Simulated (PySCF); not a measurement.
These are B3LYP-D3(BJ)/def2-TZVP // PBE0-D3(BJ)/def2-TZVP run with PySCF values and carry that method's errors. Gas-phase values, no solvent. One relaxed conformer stands for a flexible species; it need not be the lowest. B3LYP has the VWN-RPA correlation part, as in Gaussian. Excitations are Tamm–Dancoff values on a coarser integration grid. The basis has no diffuse functions, so Rydberg states are missing or too high.

Reference species (SMILES): `[SiH3][Al]([SiH3])[SiH3]` (neutral, multiplicity 1).

```
Quantity                Value
-------------------  --------
T1 excitation (TDA)   2.86 eV
HOMO                 -7.12 eV
LUMO                 -2.78 eV
```

Changed species: `[SiH3][Al]([SH])[SH]` (S–Al–S–H torsion -179°, S–Al–S–H torsion -1°) (2 of 3 SiH3 replaced by SH; the reference has 0 of 3 SiH3 replaced by SH).

Task: Predict the effect on the T1 excitation (TDA), HOMO and LUMO.

Result: the T1 excitation (TDA) rises by 1.56 eV, to 4.42 eV; the HOMO falls by 0.25 eV, to -7.37 eV; the LUMO rises by 1.13 eV, to -1.65 eV.
